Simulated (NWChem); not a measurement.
Molecule: CH$_{6}$O$_{2}$Si; SMILES O[SiH2]CO

```xyz
10

O     -0.6133    -1.5661     0.2147
C      0.6051    -1.0530    -0.2985
Si     0.5319     0.7955     0.1294
O     -1.0493     1.2339    -0.1566
H     -0.6897    -2.4974    -0.0159
H      0.6775    -1.1788    -1.3973
H      1.4932    -1.5456     0.1439
H      1.4350     1.5990    -0.7428
H      0.9289     0.9985     1.5571
H     -1.6204     0.4632    -0.0303
```
Atoms are numbered in this order, from 1.

Results from NWChem. Coordinates come from a PBE0/def2-SVP optimisation.

For level PBE0/def2-SVP:

- highest occupied level (eV) = -8.04
- orbital gap (eV) = 8.85
- dipole (D) = 3.08

### Question
What are these values for level B97-D/def2-SVP?

### Answer
- highest occupied level (eV): -6.44
- orbital gap (eV): 6.46
- dipole (D): 2.97
